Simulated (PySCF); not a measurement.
# Working out the ionisation energy of Si²⁺

Si²⁺ [Ne] 3s2 (1S) → Si³⁺ [Ne] 3s1 (2S). Computed with PySCF 2.14 in aug-cc-pwCVTZ (8s7p5d3f, 75 functions), with no relativity, point nucleus. Frozen: 1s2. Energies in hartree (1 hartree = 27.21139 eV):

| part | Si²⁺ (lower) | Si³⁺ (upper) |
| --- | --- | --- |
| UHF | -287.994337 | -286.819975 |
| CCSD correlation | -0.300756 | -0.250256 |
| (T) | -0.003105 | -0.001441 |

What does Hartree-Fock give?

(-286.819975) − (-287.994337) = 1.174362 hartree = 31.956 eV.

What do CCSD and CCSD(T) give?

The CCSD correlation energies differ by 0.050500 hartree = 1.374 eV and the triples by 0.001664 hartree = 0.045 eV, so CCSD gives 33.330 eV and CCSD(T) 33.375 eV.

Measured between the centres of the two terms (NIST): 33.493 eV, so CCSD(T) (valence and next inner shell) is off by -0.118 eV.

What remains against the reference includes basis incompleteness, the frozen core and higher excitations.
